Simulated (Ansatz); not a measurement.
Cost and result up the ladder for the cluster Ge12Mo (13 atoms). Charge 0, multiplicity 1. Geometry: PBE-D4/def2-SVP.

```
atom   x (Å)   y (Å)   z (Å)
 Mo1  -0.289  -0.256  -0.103
 Ge2   1.880   1.460   0.887
 Ge3  -0.707   1.985  -1.863
 Ge4  -2.176   0.036  -2.182
 Ge5  -1.153  -2.396  -1.005
 Ge6   1.558   0.768  -1.630
 Ge7  -2.311   1.341   0.290
 Ge8   1.292  -1.900  -1.756
 Ge9   2.952  -0.070   2.719
Ge10   2.204  -1.263   0.565
Ge11  -3.276  -1.061  -0.225
Ge12  -0.410   1.885   1.971
Ge13   0.436  -0.529   2.332
```

Ansatz on 2 threads of AMD EPYC 7R13 on a shared host and a share (18 GiB) of an NVIDIA H100 80GB HBM3. Times are rough, and most runs start from the orbitals of an earlier one. No level here is sound enough to serve as a yardstick. Binding counts from free atoms at the same level (Mo septet, Ge triplet; other spins of the atoms weren't run), without zero-point energy or a counterpoise term.

In the def2 sets Mo takes a core potential; there is no spin–orbit coupling. Correlated methods freeze 108 core orbitals; core or outer-core shells of Mo, Ge are correlated, in sets that lack core-valence functions. The rows differ in basis, and correlated rows in double-zeta sets carry the largest basis error. Single mean-field runs in def2-SVP, def2-TZVP are fitted with def2-universal-jkfit. No other spin state of charge 0 was run. Another isomer (singlet) lies 1.20 eV lower at PBE0-D4/def2-TZVP; other spin states weren't run for this one.

Run but left out: HF/STO-3G (restricted singlet, unstable in another Hartree–Fock run and untested here); MP2/def2-SVP (restricted singlet, unstable towards broken spin symmetry).

Correlated methods converge slowly with the basis, most of all in double-zeta sets.

```
                         level  functions  wall time
               PBE-D4/def2-SVP        415      3.6 s
         LDA (SPW92)/def2-TZVP        616      4.3 s
              PBE0-D4/def2-SVP        415      4.3 s
PBE-D4/def2-TZVP (with forces)        616        6 s
             PBE0-D4/def2-TZVP        616        7 s
           r2SCAN-D4/def2-TZVP        616        7 s
              RPA@PBE/def2-SVP        415      8.5 s
```

(1) Estimate what each level gives for the binding energy per atom (eV).

Results:

(1) 
```tsv
level	binding energy per atom (eV)	remarks
PBE-D4/def2-SVP	3.59	–
LDA (SPW92)/def2-TZVP	4.22	restricted SCF unstable in HF
PBE0-D4/def2-SVP	3.36	restricted SCF unstable in HF
PBE-D4/def2-TZVP (with forces)	3.61	restricted SCF unstable in HF
PBE0-D4/def2-TZVP	3.39	restricted SCF unstable in HF
r2SCAN-D4/def2-TZVP	3.43	restricted SCF unstable in HF
RPA@PBE/def2-SVP	2.85	–
```
